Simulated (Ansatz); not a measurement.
Pulling on the Al1–Br4 bond in AlBrFH (SMILES [F][AlH][Br]) (multiplicity 1 held, fragments rigid). Energies count from the point at 2.246 Å.
Geometry at that point (charge 0, multiplicity 1):
```xyz
4

Al     0.1426    -1.0219     0.6860
H     -0.7458    -2.2864     0.8733
F      1.5677    -0.9021     1.5014
Br    -0.4348     0.6768    -0.6658
```

Signs of static correlation in def2-TZVPP, with CASSCF(6,4), from Ansatz (a first-principles code) runs.

```csv
R (Å),T1 of restricted CCSD,⟨S²⟩ of UHF,largest double amplitude of restricted CCSD,weight of the CASSCF reference in MRCISD,CASSCF natural occupations
1.797,0.010,0.000,0.023,0.897,2.00 1.99 1.99 0.01
2.022,0.011,0.000,0.023,0.896,2.00 2.00 1.99 0.01
2.246,0.011,0.000,0.026,0.895,2.00 2.00 1.99 0.01
2.471,0.012,0.000,0.034,0.894,2.00 2.00 1.98 0.02
2.696,0.013,0.000,0.054,0.894,2.00 2.00 1.97 0.03
3.033,0.015,0.000,0.089,0.894,2.00 2.00 1.94 0.06
3.370,0.019,0.339,0.128,0.894,2.00 2.00 1.89 0.11
3.931,0.036,0.872,0.214,0.895,2.00 2.00 1.69 0.31
4.493,?,0.983,?,0.897,2.00 2.00 1.40 0.60
5.167,0.116,1.009,0.675,0.897,2.00 2.00 1.17 0.83
6.065,0.149,1.014,0.978,0.897,2.00 2.00 1.05 0.95
7.189,0.154,1.014,1.088,0.897,2.00 2.00 1.01 0.99
```

Q: Fill in the missing entries.

A: 
- 4.493, T1 of restricted CCSD: 0.069
- 4.493, largest double amplitude of restricted CCSD: 0.374

Doubts at one or more of the structures used: active orbitals that take no part (SC-NEVPT2 on CASSCF(6,4)/def2-TZVPP); a restricted determinant that unrestricted orbitals would lower (R-CCSD(T)/def2-TZVPP); other coupled-cluster roots lie near (R-CCSD(T)/def2-TZVPP); T1 above 0.05 (R-CCSD(T)/def2-TZVPP, U-CCSD(T)/def2-TZVPP); a spin-contaminated determinant (U-CCSD(T)/def2-TZVPP); the program's own flag: other amplitudes (U-CCSD(T)/def2-TZVPP).
